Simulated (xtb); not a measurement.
C$_{6}$H$_{13}$O$_{3}$, doublet, at a GFN2-xTB geometry; GFN0-xTB (xtb 6.7.1).

The xtb input:
```
$ xtb mol.xyz --gfn 0 --uhf 1 --json

# file mol.xyz
22

C      3.36064233     1.13411996     0.15655927
O      2.62953146     0.11588340     0.78942330
C      2.22133277    -0.94172670    -0.09804301
C      1.25314828    -0.53894923    -1.14089440
O      0.00129196    -0.06426956    -0.88193957
C     -0.48688719    -0.17092261     0.43625535
C     -1.86297788     0.48259182     0.49499214
O     -2.83009356    -0.44972084     0.07609765
C     -4.12156186     0.09347466     0.00147380
H      4.26124644     0.73273269    -0.32464664
H      3.64877088     1.83563462     0.93738071
H      2.75890333     1.65451577    -0.59736372
H      3.10977918    -1.36258816    -0.58736420
H      1.80054811    -1.68820087     0.58400122
H      1.56855606    -0.28421466    -2.13716396
H      0.20109800     0.32322106     1.13334684
H     -0.59097708    -1.22575139     0.72067255
H     -1.87143081     1.36632226    -0.15998179
H     -2.07479961     0.80865985     1.52579531
H     -4.45427923     0.46529645     0.97939490
H     -4.16687391     0.91790725    -0.72102446
H     -4.77855904    -0.71020645    -0.32375694
```

It wrote (shortened):

```
   ID    Z sym.   atoms
    1    6 C      1, 3, 4, 6, 7, 9
    2    8 O      2, 5, 8
    3    1 H      10-22

           -------------------------------------------------
          |                Calculation Setup                |
           -------------------------------------------------

           -------------------------------------------------
          |                 G F N 0 - x T B                 |
           -------------------------------------------------

          ...................................................
          :                      SETUP                      :
          :.................................................:
          :  # basis functions                  62          :
          :  # atomic orbitals                  62          :
          :  # shells                           44          :
          :  # electrons                        55          :
          :  electronic temp.          300.0000000     K    :
          :  accuracy                    1.0000000          :
          :  -> integral cutoff          0.2500000E+02      :
          :  -> integral neglect         0.1000000E-07      :
          ...................................................

         :::::::::::::::::::::::::::::::::::::::::::::::::::::
         ::                     SUMMARY                     ::
         :::::::::::::::::::::::::::::::::::::::::::::::::::::
         :: total energy             -29.622348282282 Eh    ::
         :: gradient norm              0.032070016214 Eh/a0 ::
         :: HOMO-LUMO gap              4.603964719345 eV    ::
         ::.................................................::
         :: H0 energy                -29.791871654095 Eh    ::
         :: repulsion energy           0.310312681292 Eh    ::
         :: electrostat energy        -0.058369281901 Eh    ::
         :: -> Gsolv                   0.000000000000 Eh    ::
         ::    -> Gsasa                0.000000000000 Eh    ::
         ::    -> Gshift               0.000000000000 Eh    ::
         :: dispersion energy         -0.006741292484 Eh    ::
         :: short-range corr.         -0.075678735093 Eh    ::
         :: add. restraining           0.000000000000 Eh    ::
         :: total charge              -0.000000000000 e     ::
         :::::::::::::::::::::::::::::::::::::::::::::::::::::

           -------------------------------------------------
          |                Property Printout                |
           -------------------------------------------------

    * Orbital Energies and Occupations

         #    Occupation            Energy/Eh            Energy/eV
      -------------------------------------------------------------
         1        2.0000           -0.6821004             -18.5609
       ...           ...                  ...                  ...
        16        2.0000           -0.5304043             -14.4330
        17        2.0000           -0.5263911             -14.3238
        18        2.0000           -0.5209561             -14.1759
        19        2.0000           -0.5074897             -13.8095
        20        2.0000           -0.4983096             -13.5597
        21        2.0000           -0.4857799             -13.2187
        22        2.0000           -0.4650376             -12.6543
        23        2.0000           -0.4572688             -12.4429
        24        2.0000           -0.4520346             -12.3005
        25        2.0000           -0.4451522             -12.1132
        26        2.0000           -0.4056990             -11.0396
        27        2.0000           -0.4054657             -11.0333
        28        1.0000           -0.3211008              -8.7376 (HOMO)
        29                         -0.1519082              -4.1336 (LUMO)
        30                         -0.1461182              -3.9761
        31                         -0.1436293              -3.9084
[...]
      -------------------------------------------------------------
                  HL-Gap            0.1691926 Eh            4.6040 eV
             Fermi-level            0.0000000 Eh            0.0000 eV

     #   Z          covCN         q      C6AA      α(0)
     1   6 C        3.644    -0.072    24.803     7.237
     2   8 O        1.697    -0.357    19.866     6.030
     3   6 C        3.693     0.083    21.645     6.733
     4   6 C        2.780    -0.019    30.045     8.949
     5   8 O        1.704    -0.318    19.155     5.921
     6   6 C        3.695     0.055    22.162     6.812
     7   6 C        3.706     0.064    21.978     6.780
     8   8 O        1.702    -0.335    19.463     5.969
     9   6 C        3.656    -0.083    24.995     7.256
    10   1 H        0.924     0.073     2.055     2.242
    11   1 H        0.925     0.092     1.857     2.131
    12   1 H        0.924     0.085     1.926     2.170
    13   1 H        0.923     0.043     2.407     2.426
    14   1 H        0.924     0.066     2.125     2.280
    15   1 H        0.926     0.097     1.813     2.106
    16   1 H        0.924     0.076     2.016     2.221
    17   1 H        0.924     0.083     1.946     2.182
    18   1 H        0.923     0.075     2.028     2.227
    19   1 H        0.923     0.039     2.457     2.451
    20   1 H        0.924     0.074     2.043     2.235
    21   1 H        0.924     0.079     1.989     2.206
    22   1 H        0.925     0.098     1.803     2.100

 Mol. C6AA /au·bohr⁶  :       3736.951571
 Mol. C8AA /au·bohr⁸  :      79515.000739
 Mol. α(0) /au        :         90.663487

Wiberg/Mayer (AO) data.
largest (>0.10) Wiberg bond orders for each atom

 ---------------------------------------------------------------------------
     #   Z sym  total        # sym  WBO       # sym  WBO       # sym  WBO
 ---------------------------------------------------------------------------
     1   6 C    3.953 --     2 O    0.998    11 H    0.980    12 H    0.978
                            10 H    0.977
     2   8 O    2.093 --     1 C    0.998     3 C    0.918
     3   6 C    3.961 --     4 C    1.070    13 H    0.968    14 H    0.963
                             2 O    0.918
     4   6 C    3.507 --     5 O    1.345     3 C    1.070    15 H    0.974
     5   8 O    2.447 --     4 C    1.345     6 C    0.977
     6   6 C    3.956 --     7 C    1.007     5 O    0.977    16 H    0.967
                            17 H    0.963
     7   6 C    3.958 --     6 C    1.007     8 O    0.983    19 H    0.970
                            18 H    0.967
     8   8 O    2.081 --     9 C    0.996     7 C    0.983
     9   6 C    3.951 --     8 O    0.996    22 H    0.981    20 H    0.978
                            21 H    0.978
    10   1 H    0.987 --     1 C    0.977
    11   1 H    1.002 --     1 C    0.980
    12   1 H    0.997 --     1 C    0.978
    13   1 H    0.988 --     3 C    0.968
    14   1 H    1.003 --     3 C    0.963
    15   1 H    1.004 --     4 C    0.974
    16   1 H    0.999 --     6 C    0.967
    17   1 H    0.994 --     6 C    0.963
    18   1 H    0.993 --     7 C    0.967
    19   1 H    0.989 --     7 C    0.970
    20   1 H    0.988 --     9 C    0.978
    21   1 H    0.989 --     9 C    0.978
    22   1 H    1.003 --     9 C    0.981
 ---------------------------------------------------------------------------

Topologies differ in total number of bonds
Writing topology from bond orders to xtbtopo.mol

 dipole moment from electron density (au)
     X       Y       Z
  -0.4428   0.5634   0.1622  total (Debye):    1.867

           -------------------------------------------------
          | TOTAL ENERGY              -29.622348282282 Eh   |
          | GRADIENT NORM               0.032070016214 Eh/α |
          | HOMO-LUMO GAP               4.603964719345 eV   |
           -------------------------------------------------

normal termination of xtb
```
